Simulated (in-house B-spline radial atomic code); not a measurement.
**RPA and G0W0 on LDA VWN5: Yb²⁺**

Configuration [Xe] 4f14, mean-field start LDA VWN5. Computed with an all-electron radial atomic-structure program (B-spline basis): all electrons, scalar-relativistic (spin-free one-electron X2C), finite nucleus, each spin shell either full or empty, empty states to l = 9 with an (l + 1/2)⁻⁴ tail; G0W0 by contour deformation at full frequency.

Without the two-electron picture change, the correlation of inner shells comes somewhat too large for so heavy an element.

Command:
```bash
python run_gw.py task.json out
```
Settings (radii: box in bohr, nucleus in fm):
```
Z                        70
electrons                68
configuration            [Xe] 4f14
hamiltonian              x2c
method                   lda,vwn
lmax                     9
rms_radius               5.3108
spin_polarised           False
box_radius               17.55
intervals                69
```

Cost of the run: 7.2 s on 1 thread of Arm Neoverse N1, on a shared host.

Energies (hartree):

```
                                     term         value
                         mean-field total  -14049.77018
Hartree-Fock functional on these orbitals  -14053.97137
                      direct second order       -8.1406
                    second-order exchange        1.9514
                         SOSEX correction        1.7364
```

(1) What is the RPA correlation energy, and what remains with SOSEX?

Quasi-particle levels (eV):

| level | occupied | mean field | Σx - vxc | Σc | QP weight | G0W0 |
| --- | --- | --- | --- | --- | --- | --- |
| 4f | yes | -17.960 | -13.09 | ? | ? | ? |
| 6s | no | -15.225 | 4.42 | -1.40 | 0.959 | -12.203 |

G0W0 = mean field + (Σx - vxc) + Σc, with Σc (partial-wave tail included) taken at the quasi-particle energy. Only the outer levels were computed. Levels of low weight are left out.

(2) Where does G0W0 put 4f?

## Answers

(1) RPA gives -6.4652 hartree (-2.59 eV per electron); RPA + SOSEX gives -4.7289, and the second-order doubles -6.1892 hartree (no singles). RPA lacks exchange-type terms and so overcorrelates at short range.

(2) At -25.382 eV, with Σc = 5.67 eV and a quasi-particle weight of 0.751. The tabulated removal energy is 25.053 ± 0.025 eV (NIST, semi-empirical); the calculation leaves out spin-orbit coupling, Breit and QED terms, and what these don't explain is the method's own error.
